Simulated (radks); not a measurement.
Species: the neodymium ion Nd3+. Configuration: [Xe] 4f2.5 6p0.5 (fractional occupations, a model configuration).

Calculated with a radial shooting solver on a logarithmic mesh with Libxc functionals: Dirac Kohn-Sham, OLYP, spin-unpolarised, spherical densities, point nucleus; open shells fill j = l - 1/2 first.

Energy parts (hartree):
| part | energy |
|---|---|
| total | -9631.7441 |
| kinetic | 10388.5875 |
| electron-nucleus | -23459.3320 |
| Hartree | 3664.5622 |
| exchange-correlation | -225.5618 |

Orbitals (lengths in bohr, moments of r in powers of bohr; r(90%) holds 90 % of the orbital's charge):
| orbital | occ. | eigenvalue (hartree) | <r> | r(90%) | <r^4> | <r^2> |
|---|---|---|---|---|---|---|
| 1s1/2 | 2 | -1594.759 | 0.02363 | 0.0426 | 1.527e-06 | 0.0007600 |
| 2s1/2 | 2 | -259.1533 | 0.1005 | 0.156 | 0.0002479 | 0.01197 |
| 2p1/2 | 2 | -245.2499 | 0.08422 | 0.139 | 0.0001551 | 0.008751 |
| 2p3/2 | 4 | -226.1448 | 0.09063 | 0.147 | 0.0001966 | 0.01000 |
| 3s1/2 | 2 | -57.36252 | 0.2659 | 0.391 | 0.009918 | 0.08091 |
| 3p1/2 | 2 | -51.43069 | 0.2556 | 0.384 | 0.009152 | 0.07593 |
| 3p3/2 | 4 | -47.61374 | 0.2680 | 0.401 | 0.01094 | 0.08328 |
| 3d3/2 | 4 | -37.30021 | 0.2393 | 0.374 | 0.008192 | 0.06750 |
| 3d5/2 | 6 | -36.47409 | 0.2432 | 0.379 | 0.008659 | 0.06957 |
| 4s1/2 | 2 | -12.50136 | 0.6053 | 0.869 | 0.2483 | 0.4134 |
| 4p1/2 | 2 | -10.25710 | 0.6210 | 0.903 | 0.2872 | 0.4386 |
| 4p3/2 | 4 | -9.42069 | 0.6486 | 0.943 | 0.3415 | 0.4783 |
| 4d3/2 | 4 | -5.72842 | 0.6940 | 1.04 | 0.5048 | 0.5583 |
| 4d5/2 | 6 | -5.57892 | 0.7038 | 1.06 | 0.5334 | 0.5739 |
| 4f5/2 | 2.5 | -1.34353 | 0.9265 | 1.56 | 2.769 | 1.085 |
| 4f7/2 | 0 | -1.32538 | 0.9347 | 1.57 | 2.874 | 1.105 |
| 5s1/2 | 2 | -2.61764 | 1.417 | 2.02 | 7.289 | 2.246 |
| 5p1/2 | 2 | -1.97877 | 1.561 | 2.25 | 11.15 | 2.742 |
| 5p3/2 | 4 | -1.84728 | 1.632 | 2.35 | 13.32 | 2.997 |
| 5d3/2 | 0 | -0.97345 | 2.163 | 3.23 | 45.72 | 5.352 |
| 5d5/2 | 0 | -0.95853 | 2.193 | 3.27 | 48.24 | 5.500 |
| 6s1/2 | 0 | -0.83012 | 3.254 | 4.60 | 194.6 | 11.77 |
| 6p1/2 | 0.5 | -0.66969 | 3.723 | 5.29 | 335.9 | 15.43 |
| 6p3/2 | 0 | -0.64614 | 3.856 | 5.47 | 384.5 | 16.55 |

The highest occupied level is 6p1/2 at -18.223 eV. The configuration is held as typed, so some empty levels lie below it. The density falls to 0.001 e/bohr^3 at r = 3.93 bohr.
